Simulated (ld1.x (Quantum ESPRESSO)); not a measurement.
Varying the PAW potential for platinum (Pt)

Base potential:

```
Element                 : Pt
Generator               : ld1.x (Quantum ESPRESSO) 7.5
Type                    : PAW
Functional              : Wu–Cohen
Relativity              : scalar-relativistic
Frozen core             : [Xe] 4f14
Valence charge          : 10
Reference configuration : 5d8.5 6s0 6p0 (charge +1.5)
Partial waves           : 6s (bound, empty): rcut 1.85, rcutus 2.15 bohr; 6s channel at -0.55 Ry: rcut 1.85, rcutus 2.15 bohr; 6p (bound, empty): rcut 1.80, rcutus 2.50 bohr; 6p channel at -0.35 Ry: rcut 1.80, rcutus 2.50 bohr; 5d (bound): rcut 2.35, rcutus 2.50 bohr; 5d channel at 2.75 Ry: rcut 2.35, rcutus 2.50 bohr
Local potential         : all-electron potential smoothed inside 1.75 bohr (lloc = -2)
Core correction         : Bessel-smoothed model core, default radius (core density twice the valence density)
Augmentation charge     : GAUSS, radius 1.35 bohr
```

All-electron outer shells of the reference configuration (Wu–Cohen, scalar-relativistic, ld1.x):

```tsv
shell	level (eV)	outermost node (bohr)	outermost maximum (bohr)
5p	-70.40	0.53	0.98
5d	-19.94	0.57	1.26
6s	-17.39	1.14	2.24
6p	-10.24	1.34	2.87
```

Cutoffs, loose and tight: the cutoffs (Ry, on a coarse ladder) from which the occupation-weighted sum of valence levels, in a spherical-Bessel basis at the reference potential, stays within 10 and 1 mRy of its value at 400 Ry. They do not see the model core or the augmentation charge, which bear on the density cutoff. Test errors are all-electron minus pseudo excitation energies from the reference, over the configurations 5d9 6s1 6p0; 5d9 6s0 6p0; 5d8 6s0 6p0; 5d8 6s1 6p1; 5d9 6s0 6p1; 5d9.5 6s0.5 6p0; 5d9 6s0.5 6p0. A dash means not determined; rows that change the core or the reference have their own tests.

A true bound ghost makes a file unfit for plane-wave use even where its test errors are small: the radial tests pick states by their node count and pass the ghost by.

Cutoffs are not given where the Bessel-basis levels miss the radial ones by over 6 mRy, ghosts where they miss by over 20 mRy; a channel whose overlap is not positive is not tested.

The default core radius of the base comes out at 1.08 bohr.

A file whose overlap is not positive is unfit for use, and its test errors describe a broken file.

| change | outcome | cutoff, loose | cutoff, tight | bound ghosts | largest test error (meV) |
| --- | --- | --- | --- | --- | --- |
| base | generated | 18 Ry | 30 Ry | none | -10 |
| waves 6p (bound): rcut 1.80, rcutus 3.74 bohr; 6p channel at -0.35 Ry: rcut 1.80, rcutus 3.74 bohr | generated | 18 Ry | 30 Ry | none | -10 |
| local potential all-electron potential smoothed inside 2.10 bohr (lloc = -1) | generated | 18 Ry | 30 Ry | s | -45 |
| all radii but the core radius scaled by about 1.18 (s 2.54, p 2.96, d 2.96 bohr, rcut 2.20/2.14/2.78); local potential all-electron potential smoothed inside 2.08 bohr (lloc = -2); augmentation GAUSS, radius 1.60 bohr | generated | 12 Ry | 18 Ry | none | test run stopped at test 1 of 7 (negative rho) |
| reference 5d7 6s0 6p0 | generated | 18 Ry | 30 Ry | none | -185 |
| wave 6s channel at -0.55 Ry: rcut 1.85, rcutus 2.15 bohr becomes 6s channel at 0.99 Ry: rcut 1.85, rcutus 2.15 bohr | generated | 18 Ry | 30 Ry | none | -10 |
| functional PBEsol | generated | 18 Ry | 30 Ry | none | -10 |
| type ultrasoft; local potential all-electron potential smoothed inside 1.65 bohr (lloc = -1); augmentation built from norm-conserving waves at rcut, not smoothed further | generated, overlap not positive | – | – | s, p (d not tested, overlap not positive) | +2442 |
| core correction Bessel-smoothed model core inside 1.30 bohr | generated | 18 Ry | 30 Ry | none | -10 |
| waves 6s (bound): rcut 1.85, rcutus 2.60 bohr; 6s channel at -0.55 Ry: rcut 1.85, rcutus 2.60 bohr | generated | 18 Ry | 30 Ry | none | +29 |

What comes out with this change to the base: waves 5d (bound): rcut 2.35, rcutus 3.50 bohr; 5d channel at 2.75 Ry: rcut 2.35, rcutus 3.50 bohr?

outcome: generated; cutoff, loose: 8 Ry; cutoff, tight: 12 Ry; bound ghosts: none; largest test error (meV): test run stopped at test 1 of 7 (negative rho).

What comes out with this change to the base: local potential all-electron potential smoothed inside 1.20 bohr (lloc = -2)?

outcome: generated; cutoff, loose: 18 Ry; cutoff, tight: 30 Ry; bound ghosts: s, p; largest test error (meV): -11.
